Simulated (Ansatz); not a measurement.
Al₇P₈H₂₄²⁺, a nanocrystal cut from zinc blende AlP (hydrogen-capped). Charge 2, multiplicity 2. Geometry r2SCAN-D4/def2-SVP, that of the charge +1 singlet; atoms count from 1.

Cartesian coordinates in Å:
```
Al -2.725 -1.150 -3.117
Al 1.526 -2.109 -2.463
Al -2.043 -2.754 0.886
Al -0.410 0.773 -0.296
Al -0.049 -0.658 3.517
Al 3.544 -0.056 0.182
Al 1.613 3.235 2.323
P -3.362 -2.411 -1.178
P -0.564 -1.954 -3.784
P -2.067 0.934 -2.043
P 1.580 0.021 -1.268
P -1.333 -0.487 1.446
P -0.022 3.006 0.534
P 0.700 1.671 3.898
P 3.489 2.157 1.287
H -3.807 -0.953 -4.250
H 2.684 -2.063 -3.544
H 1.240 -3.243 -1.397
H -0.759 -3.534 0.385
H -3.091 -3.212 1.984
H 1.280 -1.449 3.182
H -1.081 -0.945 4.685
H 4.824 -0.023 -0.752
H 3.222 -1.073 1.352
H 1.802 4.726 2.807
H -3.733 -3.685 -1.686
H -4.663 -1.929 -0.871
H -0.820 -3.230 -4.357
H -0.314 -1.242 -4.989
H -1.649 1.866 -3.030
H -3.223 1.606 -1.562
H 1.836 1.024 -2.248
H -2.513 0.248 1.763
H -1.250 3.600 0.932
H 0.320 3.874 -0.537
H -0.335 2.412 4.530
H 1.628 1.667 4.975
H 4.018 3.157 0.427
H 4.508 2.184 2.278
```

Single mean-field runs in def2-TZVP are fitted with def2-universal-jkfit.

Estimate the Mulliken populations of the heavy atoms from the PBE0/def2-TZVP orbitals of Ansatz.


```csv
atom,charge (e),spin (α − β)
Al1,0.35,0.01
Al2,0.27,0.04
Al3,0.27,0.02
Al4,0.33,0.03
Al5,0.28,0.04
Al6,0.27,0.02
Al7,0.35,0.01
P8,-0.25,0.06
P9,-0.28,0.01
P10,-0.22,0.02
P11,-0.33,0.12
P12,-0.33,0.12
P13,-0.22,0.02
P14,-0.28,0.01
P15,-0.25,0.06
```
Mulliken values depend strongly on the basis.

Where does the spin sit?

Summed by element: Al 0.17, P 0.41, H 0.41, of 1 unpaired in all. Largest on single atoms: P11 0.12, P12 0.12, H17 0.11.

And the Mayer bond orders between heavy atoms (over 0.3)?

Al1–P8 0.78 (2.40 Å); Al1–P9 0.79 (2.40 Å); Al1–P10 0.69 (2.44 Å); Al2–P9 0.65 (2.48 Å); Al2–P11 0.65 (2.44 Å); Al3–P8 0.63 (2.47 Å); Al3–P12 0.69 (2.44 Å); Al4–P10 0.77 (2.41 Å); Al4–P11 0.88 (2.34 Å); Al4–P12 0.88 (2.34 Å); Al4–P13 0.77 (2.41 Å); Al5–P12 0.65 (2.44 Å); Al5–P14 0.65 (2.48 Å); Al6–P11 0.69 (2.44 Å); Al6–P15 0.63 (2.47 Å); Al7–P13 0.69 (2.44 Å); Al7–P14 0.79 (2.40 Å); Al7–P15 0.78 (2.40 Å).
